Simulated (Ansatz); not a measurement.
Mulliken charges of Cl₂H₄OSi₂ (`O[SiH](Cl)[SiH2]Cl`) from r2SCAN/def2-TZVPP in Ansatz (PBE0-D4/def2-TZVP geometry).

| atom | x (Å) | y (Å) | z (Å) | charge (e) |
| --- | --- | --- | --- | --- |
| O1 | -1.850 | 0.528 | -0.536 | -0.393 |
| Si2 | -0.875 | -0.609 | 0.121 | 0.553 |
| Cl3 | -0.605 | -2.206 | -1.153 | -0.246 |
| Si4 | 1.253 | 0.311 | 0.475 | 0.336 |
| Cl5 | 1.578 | 1.465 | -1.215 | -0.265 |
| H6 | -1.484 | 1.057 | -1.249 | 0.209 |
| H7 | -1.574 | -1.109 | 1.324 | -0.075 |
| H8 | 2.336 | -0.697 | 0.565 | -0.055 |
| H9 | 1.311 | 1.214 | 1.652 | -0.064 |

Task: By hand: the dipole of these point charges (1 e Å = 4.8032 D).

Result: Σ q r = (-0.010, -0.021, 0.546) e Å, of length 0.546 e Å = 2.62 D.

Task: How does the dipole of the full density compare? (Best estimate.)

Result: Computed: (0.084, 0.115, 0.186) e Å, 1.13 D; the point charges give 2.32 times that, at 40° from its direction.

Point charges leave out the atoms' own dipoles, such as those of lone pairs, and Mulliken's split depends on the basis, so the two needn't agree.
